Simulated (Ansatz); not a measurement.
Job for Ansatz (an electronic-structure program): R-B3LYP-D3(BJ)/def2-TZVP on N2 (SMILES N#N).

Ansatz 0.2 input:
```yaml
crystal:
  periodic: [false, false, false]
  atoms:
    - {symbol: N, position_ang: [0.00000000, 0.00000000, 0.56500000]}
    - {symbol: N, position_ang: [0.00000000, 0.00000000, -0.56500000]}
basis:
  gaussian:
    orbitals: def2-TZVP
hamiltonian:
  xc: b3lyp
  dispersion: d3bj
relax: {f_tol: 0.004, max_steps: 120}
scf: {lower_state_search: off}
```

It printed:

```
WARN ansatz: RAYON_NUM_THREADS=1 ignored (pool sized by the plan → 1); use --threads N
Functional definition: B3LYP
these checks for a lower state are left out or cut short: stability, starts, cluster_reference, orbital_swaps, neighbouring_geometries, increment
integrals: 0.01 GiB planned
310 factors; their error is unknown
mean field: 0.10 GiB planned
mean field evaluation 1: about -2980.5055 eV, gradient 2.3e1 eV
mean field evaluation 2: about -2980.9506 eV, gradient 1.7e1 eV
mean field evaluation 4: about -2981.5208 eV, gradient 9.0e-2 eV
mean field evaluation 8: about -2981.5321 eV, gradient 4.3e-5 eV
mean field -2981.53210403 eV, -109.5692838681 hartree, gradient 4.7e-6 eV, S^2 0.000000; 0 other end points of the search recorded, 0 dependent functions left out
the calculation of the forces begins
reference -2981.53226511 eV, -109.5692897876 hartree; 7, 7 occupied and 55, 55 virtual orbitals, 310 factors
relax step   1: F+E_penalty+E_count = -2981.55257972 eV  Δ(F+E_penalty+E_count) = +0.000e0 eV  max|allowed force component| = 5.272e0 eV/Å  Δτ_max = 0.0000 Å  (13 SCF iters, accepted)
these checks for a lower state are left out or cut short: stability, starts, cluster_reference, orbital_swaps, neighbouring_geometries, increment
integrals: 0.01 GiB planned
310 factors; their error is unknown
mean field: 0.10 GiB planned
mean field evaluation 16: about -2981.5879 eV, gradient 5.2e0 eV
mean field -2981.63887542 eV, -109.5732076441 hartree, gradient 6.8e-7 eV, S^2 0.000000; 0 other end points of the search recorded, 0 dependent functions left out
the calculation of the forces begins
reference -2981.63903590 eV, -109.5732135419 hartree; 7, 7 occupied and 55, 55 virtual orbitals, 310 factors
relax step   2: F+E_penalty+E_count = -2981.65935468 eV  Δ(F+E_penalty+E_count) = -1.068e-1 eV  max|allowed force component| = 6.193e-1 eV/Å  Δτ_max = 0.0215 Å  (19 SCF iters, accepted)
these checks for a lower state are left out or cut short: stability, starts, cluster_reference, orbital_swaps, neighbouring_geometries, increment
integrals: 0.01 GiB planned
310 factors; their error is unknown
mean field: 0.10 GiB planned
mean field -2981.64007983 eV, -109.5732519057 hartree, gradient 6.6e-7 eV, S^2 0.000000; 0 other end points of the search recorded, 0 dependent functions left out
the calculation of the forces begins
reference -2981.64024039 eV, -109.5732578059 hartree; 7, 7 occupied and 55, 55 virtual orbitals, 310 factors
relax step   3: F+E_penalty+E_count = -2981.66055877 eV  Δ(F+E_penalty+E_count) = -1.204e-3 eV  max|allowed force component| = 5.844e-2 eV/Å  Δτ_max = 0.0022 Å  (19 SCF iters, accepted)
these checks for a lower state are left out or cut short: stability, starts, cluster_reference, orbital_swaps, neighbouring_geometries, increment
integrals: 0.01 GiB planned
310 factors; their error is unknown
mean field: 0.10 GiB planned
mean field evaluation 32: about -2981.6281 eV, gradient 2.4e-1 eV
mean field -2981.64009085 eV, -109.5732523104 hartree, gradient 8.4e-7 eV, S^2 0.000000; 0 other end points of the search recorded, 0 dependent functions left out
the calculation of the forces begins
reference -2981.64025139 eV, -109.5732582104 hartree; 7, 7 occupied and 55, 55 virtual orbitals, 310 factors
relax step   4: F+E_penalty+E_count = -2981.66056981 eV  Δ(F+E_penalty+E_count) = -1.104e-5 eV  max|allowed force component| = 5.616e-4 eV/Å  Δτ_max = 0.0002 Å  (20 SCF iters, accepted)
Total energy: -2981.66073036 eV, -109.5740107985 hartree
Atom 0 at     0.000000    -0.000000     0.545450 Å, force     0.000000    -0.000000    -0.000562 eV/Å
Atom 1 at    -0.000000     0.000000    -0.545450 Å, force    -0.000000     0.000000     0.000562 eV/Å
Dipole moment:    -0.000000    -0.000000     0.000000 e Å
Checks for a lower state left out: stability, starts, cluster_reference, orbital_swaps, neighbouring_geometries, increment
```

Self-consistency was reached.

Cost: around 2.1 core-seconds (rough).
